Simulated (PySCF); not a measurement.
A species of formula C7H8O2 has this rotational fingerprint, computed with CAM-B3LYP/def2-SVPD in PySCF (dipole) on a GFN2-xTB geometry, gas phase:

* Rotational constants: A = 2499, B = 1467, C = 1273 MHz
* Dipole components: |μa| = 1.60 D, |μb| = 1.69 D, |μc| = 3.32 D
* Inertial defect: -149.63 u·Å²
* κ: -0.68

Question: Which candidate fits, each taken in the one conformer that was computed?
A. `[CH3:1]/[CH:2]=[C:3]([CH:4]=[O:5])/[CH:6]=[CH:7]\[CH:8]=[O:9]` with C2–C3–C4–O5 167°, C2–C3–C6–C7 37°, C6–C7–C8–O9 -160°
B. `[CH3:1][C:2]#[C:3]/[CH:4]=[CH:5]\[O:6][C:7]([CH3:8])=[O:9]` with C4–C5–O6–C7 180°, C5–O6–C7–C8 -178°
C. `[O:1]=[CH:2][C@@H:3]1[CH2:4][CH:5]=[CH:6][C:7](=[O:8])[CH2:9]1` with O1–C2–C3–C4 -15°, C2–C3–C4–C5 -75°, C3–C4–C5–C6 -18°, C5–C6–C7–O8 175°, C6–C7–C9–C3 37°

Answer: C. It is O=C[C@@H]1CC=CC(=O)C1, an asymmetric top, point group C1. The candidates at the same level (rigid rotor, commonest isotopes):

| SMILES | A (MHz) | B (MHz) | C (MHz) | μa (D) | μb (D) | μc (D) | Δ (u·Å²) | point group | rotor |
| --- | --- | --- | --- | --- | --- | --- | --- | --- | --- |
| O=C[C@@H]1CC=CC(=O)C1 | 2499 | 1467 | 1273 | 1.60 | 1.69 | 3.32 | -149.63 | C1 | asymmetric top |
| C/C=C(C=O)/C=C\C=O | 2344 | 1030 | 747.1 | 2.36 | 2.98 | 0.40 | -29.90 | C1 | asymmetric top |
| CC#C/C=C\OC(C)=O | 3419 | 727.1 | 604.1 | 1.80 | 1.91 | 0.08 | -6.36 | – | near-prolate asymmetric top |

`CC#C/C=C\OC(C)=O` has C 53 % too low; `C/C=C(C=O)/C=C\C=O` has C 41 % too low. No structure here is proved a minimum.
